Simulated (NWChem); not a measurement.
Molecule: trisilane (Si$_{3}$H$_{8}$); SMILES [SiH3][SiH2][SiH3]

```xyz
11

Si    -1.9300     0.0000     0.4268
Si     0.0000     0.0000    -0.9102
Si     1.9300     0.0000     0.4268
H     -3.1655     0.0000    -0.4152
H     -1.9410    -1.2144     1.2995
H     -1.9410     1.2144     1.2995
H      0.0000     1.2132    -1.7885
H      0.0000    -1.2132    -1.7885
H      1.9410    -1.2144     1.2995
H      1.9410     1.2144     1.2995
H      3.1655     0.0000    -0.4152
```
Atoms are numbered in this order, from 1.

All runs: NWChem. Pople sets run with spherical d functions. Coordinates come from a PBE0/def2-SVP optimisation. Total energies compare along this basis series because the functional is fixed.

```csv
level,basis functions,energy (Ha),highest occupied level (eV),orbital gap (eV),dipole (D)
PBE0/STO-3G,35,-862.8584,-5.68,11.38,0.10
PBE0/3-21G,55,-868.2564,-8.24,8.51,0.01
PBE0/6-31G*,70,-872.8369,-7.99,8.09,0.05
PBE0/6-31+G*,82,-872.8401,-8.06,7.89,0.07
PBE0/6-311G**,126,-872.9146,-8.06,7.95,0.07
PBE0/6-311++G**,146,-872.9151,-8.06,7.78,0.08
PBE0/def2-TZVPD,201,-872.9225,-8.02,?,0.08
```

Some entries are withheld; supply them.


- PBE0/def2-TZVPD, orbital gap (eV): 7.67
